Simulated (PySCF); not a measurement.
## Ionisation energy of Ni²⁺ by level of theory

Ni²⁺ [Ar] 3d8 (3F) → Ni³⁺ [Ar] 3d7 (4F), as a difference of total energies. All numbers are calculated (PySCF 2.14, the spin-free X2C one-electron Hamiltonian (Gaussian nucleus), in x2c-QZVPPall (11s7p6d4f2g, 108 functions)). Correlated levels: valence: [Ar] frozen; valence and next inner shell: [Ne] frozen. The calculations carry no spin-orbit coupling.

```
                                method  ionisation energy (eV)  plus first-order spin-orbit estimate  error of that sum (eV)
                                   UHF                  32.597                                32.584                  -2.603
                                   LDA                  36.302                                36.289                  +1.102
                                   PBE                  35.835                                35.822                  +0.635
                                  PBE0                  35.328                                35.315                  +0.128
                                r2SCAN                  35.463                                35.450                  +0.263
                                 B97-3                  35.332                                35.318                  +0.131
                             BHandHLYP                  34.867                                34.854                  -0.333
                               r2SCANh                  35.319                                35.306                  +0.119
                         MP2 (valence)                  34.950                                34.936                  -0.251
                     SCS-MP2 (valence)                  34.896                                34.883                  -0.304
    MP2 (valence and next inner shell)                  35.453                                35.440                  +0.253
SCS-MP2 (valence and next inner shell)                  35.234                                35.221                  +0.034
```

Reference: 35.187 ± 0.019 eV (measured; NIST Atomic Spectra Database, ionization energies).

A first-order spin-orbit estimate (lowest level to lowest level, LS coupling) adds -0.013 eV.

Errors of the correlated levels include the incompleteness of this basis and the frozen core.
